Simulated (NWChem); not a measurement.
# Worked example: vertical ionisation energy of SnNH2F (SMILES [NH2][Sn][F])

SnNH2F: 5 atoms, total charge 0, spin state singlet. SMILES: `[NH2][Sn][F]`. Geometry: relaxed at PBE0-D4/def2-TZVP. This is one conformer, not always the lowest.

Both states at this one shape; open shells run unrestricted unless said. 1 Eh = 27.2114 eV.

| level | program | singlet SnNH2F (Eh) | doublet SnNH2F+ (Eh) |
| --- | --- | --- | --- |
| TPSSh/def2-SVP (core potential) | NWChem | -369.942922 | -369.585493 |
| TPSSh/def2-SVPD (core potential) | NWChem | -369.968765 | -369.603728 |
| TPSSh/def2-TZVP (core potential) | NWChem | -370.154917 | -369.801124 |

Problem. Work out the vertical ionisation energy at each level.

Solution. 
1. TPSSh/def2-SVP (core potential): -369.585493 − (-369.942922) = 0.357429 Eh = 9.73 eV.
2. TPSSh/def2-SVPD (core potential): -369.603728 − (-369.968765) = 0.365037 Eh = 9.93 eV.
3. TPSSh/def2-TZVP (core potential): -369.801124 − (-370.154917) = 0.353793 Eh = 9.63 eV.

No measured value is set beside it here; the levels span 9.63 to 9.93 eV. Spin-orbit coupling, which splits open shells on such heavy atoms by tenths of an eV, is left out.
